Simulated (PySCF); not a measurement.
Record of a relaxation.

Compound: C5H9FOS.
Atom-mapped SMILES: `[O:1]=[S@:2]([CH2:3][F:4])[CH2:5][CH:6]1[CH2:7][CH2:8]1` (hydrogens: H9, H10 on C3; H11, H12 on C5; H13 on C6; H14, H15 on C7; H16, H17 on C8)

Computed by this run: PySCF 2.14.0, PBE0-D3(BJ)/def2-SVP geometry optimisation, gas phase; density fitting, grid level 1; the optimiser is geomeTRIC in internal coordinates, started from a GFN2-xTB structure. 11 of its 13 geometries are shown. The frame can shift and turn from step to step; on so coarse a grid that alone can change the energy by a few meV, and forces under 0.02 eV/Å are noise.

Step 0: E = -20903.0131 eV, largest atomic force 2.550 eV/Å
```
atom  x, y, z in Å  |  force x, y, z in eV/Å
O1      1.514    2.103    0.231   -0.058   2.499   0.106
S2      1.540    0.645    0.303    0.084  -2.374  -0.926
C3      2.799    0.168   -1.014   -0.295  -0.719   0.339
F4      2.764   -1.175   -1.238   -0.100  -0.152   0.050
C5      0.081    0.053   -0.687    0.065   0.138   0.770
C6     -1.172    0.337    0.087    0.177  -0.362  -0.113
C7     -1.640   -0.642    1.122   -0.138   0.203  -0.358
C8     -2.402   -0.486   -0.159    0.364   0.123   0.285
H9      3.793    0.436   -0.651    0.210   0.322   0.234
H10     2.563    0.691   -1.943   -0.205   0.440  -0.146
H11     0.222   -1.014   -0.847    0.100  -0.450  -0.150
H12     0.092    0.588   -1.636    0.172   0.228  -0.349
H13    -1.311    1.390    0.299   -0.118   0.413   0.113
H14    -1.066   -1.544    1.263    0.314  -0.436   0.033
H15    -2.080   -0.262    2.031   -0.212   0.233   0.424
H16    -2.342   -1.281   -0.887    0.077  -0.390  -0.351
H17    -3.362    0.006   -0.134   -0.437   0.285   0.040
```

Step 1: E = -20903.1104 eV, largest atomic force 0.409 eV/Å
```
atom  x, y, z in Å  |  force x, y, z in eV/Å
O1      1.655    2.112   -0.090    0.045  -0.282  -0.079
S2      1.687    0.605   -0.026   -0.327   0.155   0.191
C3      2.559    0.106   -1.569    0.169   0.210  -0.012
F4      2.434   -1.223   -1.810    0.016   0.000   0.027
C5      0.053    0.014   -0.608    0.166   0.004  -0.226
C6     -1.062    0.351    0.329    0.023   0.137   0.051
C7     -1.428   -0.576    1.449    0.013  -0.082   0.095
C8     -2.321   -0.463    0.252   -0.051  -0.036  -0.090
H9      3.612    0.385   -1.398    0.001  -0.068  -0.105
H10     2.130    0.712   -2.389    0.007  -0.054   0.091
H11     0.160   -1.073   -0.767   -0.033   0.053  -0.013
H12    -0.074    0.516   -1.585   -0.100  -0.070   0.052
H13    -1.173    1.425    0.518    0.021  -0.033  -0.019
H14    -0.839   -1.491    1.572   -0.023   0.021  -0.012
H15    -1.775   -0.140    2.390    0.057   0.020  -0.021
H16    -2.330   -1.294   -0.461   -0.023   0.019   0.040
H17    -3.282    0.049    0.350    0.038   0.005   0.028
```

Step 2: E = -20903.1335 eV, largest atomic force 0.211 eV/Å
```
atom  x, y, z in Å  |  force x, y, z in eV/Å
O1      1.611    2.093   -0.109    0.008  -0.064   0.002
S2      1.643    0.590   -0.033   -0.085   0.074   0.026
C3      2.592    0.111   -1.540    0.024   0.041   0.030
F4      2.492   -1.218   -1.787   -0.015  -0.069  -0.014
C5      0.025    0.000   -0.653    0.149  -0.006  -0.149
C6     -1.067    0.349    0.308   -0.057  -0.002   0.022
C7     -1.406   -0.576    1.440   -0.006  -0.001   0.053
C8     -2.340   -0.447    0.275    0.017   0.000  -0.018
H9      3.638    0.396   -1.347   -0.014   0.007   0.009
H10     2.180    0.711   -2.369   -0.023   0.006   0.017
H11     0.122   -1.086   -0.813   -0.018  -0.003   0.004
H12    -0.118    0.502   -1.625   -0.007  -0.007   0.003
H13    -1.154    1.423    0.502    0.009   0.002  -0.003
H14    -0.828   -1.500    1.540   -0.001   0.002  -0.014
H15    -1.703   -0.132    2.393    0.017   0.006   0.006
H16    -2.393   -1.279   -0.434   -0.009   0.000   0.007
H17    -3.286    0.082    0.412    0.010   0.013   0.020
```

Step 4: E = -20903.1389 eV, largest atomic force 0.053 eV/Å
```
atom  x, y, z in Å  |  force x, y, z in eV/Å
O1      1.585    2.078   -0.109   -0.003   0.010  -0.003
S2      1.611    0.575   -0.035    0.021  -0.020   0.008
C3      2.600    0.101   -1.516   -0.016  -0.007  -0.007
F4      2.505   -1.229   -1.772   -0.001   0.006   0.003
C5      0.011   -0.010   -0.693   -0.004   0.006   0.016
C6     -1.070    0.349    0.282   -0.026  -0.021  -0.041
C7     -1.383   -0.565    1.431    0.003   0.024   0.024
C8     -2.352   -0.432    0.294    0.021  -0.004   0.002
H9      3.641    0.386   -1.297    0.000  -0.001   0.006
H10     2.203    0.705   -2.349    0.005  -0.001  -0.007
H11     0.100   -1.097   -0.849   -0.003  -0.002   0.001
H12    -0.128    0.492   -1.665    0.008   0.009   0.003
H13    -1.139    1.425    0.473   -0.003   0.003  -0.001
H14    -0.812   -1.494    1.516   -0.001  -0.001  -0.008
H15    -1.640   -0.110    2.391    0.002  -0.004   0.003
H16    -2.441   -1.269   -0.404   -0.006  -0.002   0.002
H17    -3.284    0.113    0.461    0.003   0.006   0.000
```

Step 5: E = -20903.1394 eV, largest atomic force 0.043 eV/Å
```
atom  x, y, z in Å  |  force x, y, z in eV/Å
O1      1.592    2.066   -0.104    0.000   0.005   0.000
S2      1.611    0.563   -0.036    0.002  -0.007   0.004
C3      2.601    0.089   -1.516   -0.009  -0.005  -0.013
F4      2.498   -1.239   -1.779   -0.003  -0.004   0.003
C5      0.009   -0.012   -0.698   -0.018  -0.004   0.017
C6     -1.074    0.353    0.273    0.035   0.021  -0.014
C7     -1.381   -0.550    1.433    0.002   0.009   0.013
C8     -2.356   -0.426    0.300    0.001  -0.016  -0.002
H9      3.643    0.365   -1.291   -0.001   0.002   0.003
H10     2.213    0.700   -2.349    0.001  -0.001   0.009
H11     0.092   -1.100   -0.852   -0.003   0.002  -0.012
H12    -0.124    0.491   -1.671    0.005  -0.002   0.001
H13    -1.141    1.431    0.457   -0.009  -0.003  -0.005
H14    -0.810   -1.479    1.520   -0.003   0.003  -0.002
H15    -1.631   -0.089    2.391    0.001  -0.002  -0.001
H16    -2.451   -1.269   -0.389   -0.004   0.002   0.004
H17    -3.286    0.123    0.469    0.002   0.002  -0.005
```

Step 6: E = -20903.1396 eV, largest atomic force 0.077 eV/Å
```
atom  x, y, z in Å  |  force x, y, z in eV/Å
O1      1.605    2.048   -0.096    0.001  -0.007  -0.004
S2      1.611    0.544   -0.036   -0.009   0.001   0.011
C3      2.600    0.070   -1.516    0.002   0.000  -0.009
F4      2.485   -1.254   -1.789   -0.002  -0.003   0.004
C5      0.006   -0.015   -0.704   -0.013  -0.009   0.009
C6     -1.077    0.361    0.263    0.061   0.043   0.017
C7     -1.378   -0.528    1.436   -0.001  -0.007  -0.009
C8     -2.358   -0.417    0.307   -0.016  -0.015   0.004
H9      3.644    0.335   -1.286   -0.002   0.000  -0.002
H10     2.222    0.691   -2.346   -0.002  -0.002   0.009
H11     0.080   -1.104   -0.856   -0.004   0.003  -0.016
H12    -0.118    0.490   -1.677   -0.001  -0.008  -0.003
H13    -1.142    1.440    0.437   -0.012  -0.004  -0.008
H14    -0.808   -1.457    1.529   -0.002   0.004   0.005
H15    -1.622   -0.056    2.391   -0.001   0.004  -0.003
H16    -2.460   -1.269   -0.371    0.001   0.003   0.002
H17    -3.285    0.137    0.473   -0.001  -0.002  -0.006
```

Step 7: E = -20903.1394 eV, largest atomic force 0.084 eV/Å
```
atom  x, y, z in Å  |  force x, y, z in eV/Å
O1      1.627    2.019   -0.085    0.003  -0.013  -0.004
S2      1.614    0.515   -0.035   -0.016   0.010   0.004
C3      2.599    0.040   -1.518    0.010   0.002  -0.001
F4      2.465   -1.280   -1.802    0.001  -0.006   0.002
C5      0.002   -0.020   -0.710   -0.002  -0.010  -0.002
C6     -1.078    0.374    0.251    0.058   0.046   0.041
C7     -1.375   -0.492    1.442   -0.003  -0.023  -0.031
C8     -2.360   -0.400    0.315   -0.027  -0.004   0.010
H9      3.646    0.287   -1.283   -0.002  -0.001  -0.004
H10     2.231    0.674   -2.343   -0.004  -0.004   0.006
H11     0.061   -1.109   -0.862   -0.005   0.002  -0.011
H12    -0.109    0.486   -1.684   -0.005  -0.010  -0.004
H13    -1.142    1.456    0.407   -0.009  -0.004  -0.009
H14    -0.807   -1.421    1.546    0.000   0.005   0.013
H15    -1.613   -0.005    2.391   -0.002   0.010  -0.005
H16    -2.469   -1.266   -0.345    0.006   0.004  -0.001
H17    -3.285    0.160    0.474   -0.004  -0.006  -0.004
```

Step 8: E = -20903.1394 eV, largest atomic force 0.052 eV/Å
```
atom  x, y, z in Å  |  force x, y, z in eV/Å
O1      1.642    2.002   -0.082    0.003  -0.011  -0.004
S2      1.616    0.498   -0.035   -0.012   0.008  -0.001
C3      2.598    0.018   -1.519    0.010   0.001   0.005
F4      2.455   -1.301   -1.806    0.001  -0.003   0.001
C5      0.001   -0.022   -0.712    0.007  -0.006  -0.010
C6     -1.077    0.384    0.247    0.024   0.026   0.039
C7     -1.376   -0.470    1.446   -0.001  -0.024  -0.032
C8     -2.361   -0.387    0.318   -0.021   0.007   0.009
H9      3.647    0.258   -1.284   -0.001  -0.001  -0.003
H10     2.233    0.657   -2.342   -0.003  -0.004   0.000
H11     0.049   -1.113   -0.863   -0.003   0.000  -0.001
H12    -0.104    0.482   -1.687   -0.005  -0.006  -0.003
H13    -1.139    1.467    0.392   -0.001   0.000  -0.007
H14    -0.809   -1.400    1.558    0.001   0.004   0.013
H15    -1.612    0.026    2.390   -0.002   0.012  -0.004
H16    -2.472   -1.259   -0.333    0.008   0.002  -0.003
H17    -3.284    0.176    0.472   -0.004  -0.005  -0.001
```

Step 10: E = -20903.1396 eV, largest atomic force 0.050 eV/Å
```
atom  x, y, z in Å  |  force x, y, z in eV/Å
O1      1.669    1.980   -0.098    0.003   0.006  -0.001
S2      1.623    0.477   -0.039    0.006  -0.005  -0.007
C3      2.597   -0.026   -1.519   -0.004  -0.005   0.006
F4      2.442   -1.346   -1.794    0.001   0.001   0.003
C5      0.000   -0.026   -0.710    0.005   0.005  -0.012
C6     -1.070    0.405    0.246   -0.043  -0.026  -0.001
C7     -1.382   -0.436    1.451    0.003  -0.002   0.001
C8     -2.363   -0.356    0.320    0.009   0.017  -0.004
H9      3.649    0.207   -1.289    0.001  -0.001   0.002
H10     2.236    0.609   -2.346    0.002  -0.005  -0.008
H11     0.030   -1.118   -0.855    0.004  -0.003   0.014
H12    -0.100    0.471   -1.690    0.000   0.004   0.001
H13    -1.124    1.490    0.377    0.012   0.006   0.001
H14    -0.824   -1.368    1.579    0.000   0.001   0.004
H15    -1.618    0.075    2.387   -0.002   0.005   0.000
H16    -2.475   -1.232   -0.325    0.002   0.000  -0.002
H17    -3.284    0.214    0.464    0.000   0.002   0.004
```

Step 11: E = -20903.1396 eV, largest atomic force 0.036 eV/Å
```
atom  x, y, z in Å  |  force x, y, z in eV/Å
O1      1.672    1.978   -0.102    0.003   0.005  -0.001
S2      1.624    0.476   -0.039    0.004  -0.003  -0.004
C3      2.598   -0.032   -1.518   -0.005  -0.004   0.003
F4      2.442   -1.352   -1.791    0.001  -0.002   0.003
C5      0.000   -0.026   -0.710    0.000   0.005  -0.009
C6     -1.070    0.407    0.246   -0.029  -0.019  -0.006
C7     -1.384   -0.433    1.451    0.003   0.001   0.005
C8     -2.364   -0.352    0.320    0.007   0.011  -0.006
H9      3.650    0.201   -1.289    0.001   0.000   0.002
H10     2.238    0.601   -2.347    0.002  -0.005  -0.004
H11     0.029   -1.119   -0.853    0.005  -0.003   0.011
H12    -0.099    0.469   -1.691   -0.001   0.002   0.001
H13    -1.123    1.492    0.376    0.011   0.004   0.002
H14    -0.826   -1.365    1.581   -0.001   0.002   0.002
H15    -1.619    0.079    2.387   -0.001   0.004  -0.001
H16    -2.477   -1.228   -0.324    0.000   0.001  -0.001
H17    -3.284    0.220    0.464    0.000   0.002   0.003
```

Step 12: E = -20903.1397 eV, largest atomic force under 0.02 eV/Å
```
atom  x, y, z in Å  |  force x, y, z in eV/Å
O1      1.672    1.978   -0.102    0.002  -0.001  -0.003
S2      1.624    0.476   -0.040   -0.001   0.002  -0.001
C3      2.598   -0.031   -1.519   -0.002  -0.001  -0.002
F4      2.443   -1.351   -1.792    0.000  -0.008   0.006
C5      0.000   -0.027   -0.710   -0.004   0.004  -0.004
C6     -1.071    0.406    0.246   -0.003  -0.003  -0.007
C7     -1.385   -0.433    1.452    0.003   0.003   0.005
C8     -2.364   -0.352    0.320   -0.003   0.004  -0.007
H9      3.650    0.202   -1.289    0.000   0.000   0.001
H10     2.239    0.601   -2.349    0.000  -0.002   0.002
H11     0.029   -1.119   -0.852    0.005   0.000   0.006
H12    -0.099    0.469   -1.690   -0.002  -0.002   0.000
H13    -1.122    1.491    0.376    0.009  -0.001   0.003
H14    -0.827   -1.366    1.581   -0.001   0.002   0.001
H15    -1.620    0.080    2.387   -0.001   0.003  -0.002
H16    -2.478   -1.228   -0.324   -0.001   0.001   0.001
H17    -3.284    0.220    0.464    0.000   0.000   0.002
```

Question: Summarise the path.

Answer: The energy falls by 2.92 kcal/mol from step 0 to step 12; nine tenths of that is first reached at step 2. It never rises by more than 0.2 meV. The largest force goes from 2.550 to under 0.02 eV/Å. Among the bonds O1=S2 changes most, from 1.460 to 1.505 Å; the atoms move by 0.083 Å rms after alignment.

What follows is the cost of the whole optimisation. The run took 2.4 min wall on one thread, Arm Neoverse V2, no GPU, on a shared host.
